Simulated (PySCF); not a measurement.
A structure optimised at B3LYP-D3(BJ)/def2-SVP, used in a PySCF frequency run:

```xyz
16

C     -2.0195     1.4325    -0.1104
N     -1.1454     0.2769    -0.0644
C     -1.8410    -0.9068     0.3981
C      0.0876     0.5289     0.6708
Si     1.5191    -0.5816     0.1564
F      2.0053    -0.1482    -1.3399
H     -2.3886     1.7413     0.8957
H     -1.4923     2.2903    -0.5558
H     -2.8984     1.2140    -0.7374
H     -2.7088    -1.1124    -0.2477
H     -2.2112    -0.8090     1.4463
H     -1.1802    -1.7852     0.3593
H     -0.0510     0.5097     1.7804
H      0.4383     1.5504     0.4397
H      2.6655    -0.3647     1.0832
H      1.1669    -2.0250     0.1060
```
Charge 0, spin multiplicity 1.

Problem. Write its SMILES and formula.

Solution. CN(C)C[SiH2]F, C₃H₁₀FNSi

Problem. What are its rotational constants (standard atomic weights)?

Solution. 5.0652, 1.4707, 1.3525 GHz
